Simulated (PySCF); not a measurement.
# Cost of response and excited-state runs on SMILES [CH3][GeH][CH2]C=C(F)F, C₄H₇F₂Ge, doublet

Cartesian coordinates in Å; atom numbers follow the order of the lines, from 1:
```xyz
14

C     2.0517    0.1284   -0.0025
Ge    0.8721   -1.3189    0.7668
C    -0.9930   -0.4546    1.1053
C    -1.4528   -0.1359   -0.2405
C    -1.2200    1.0257   -0.8401
F    -1.5865    1.3369   -2.0829
F    -0.6038    2.0671   -0.2769
H     3.0449   -0.2595   -0.2086
H     1.6179    0.4832   -0.9330
H     2.1381    0.9589    0.6923
H     0.5659   -2.2003   -0.5148
H    -0.8327    0.4248    1.7219
H    -1.6440   -1.1618    1.6075
H    -1.9584   -0.8946   -0.8168
```

PySCF with density fitting, on 1 thread of an Arm Neoverse V1, shared host. Command: `OMP_NUM_THREADS=1 python excited_run.py task.json out`

**Question.** How long does each of these runs take, and how much memory?
- open-shell absorption, LDA/def2-SVPD; 25 states; full response; fitting basis def2-universal-jkfit; damping 0.2
- open-shell absorption, PBE0/def2-SVPD; 10 states; full response; writes grids

**Answer.** 
| run | level | basis functions | wall time | peak memory (GiB) |
| --- | --- | --- | --- | --- |
| open-shell absorption | LDA/def2-SVPD | 220 | 73 s | 0.69 |
| open-shell absorption | PBE0/def2-SVPD | 220 | 120 s | 0.81 |

Times from a shared host are rough.
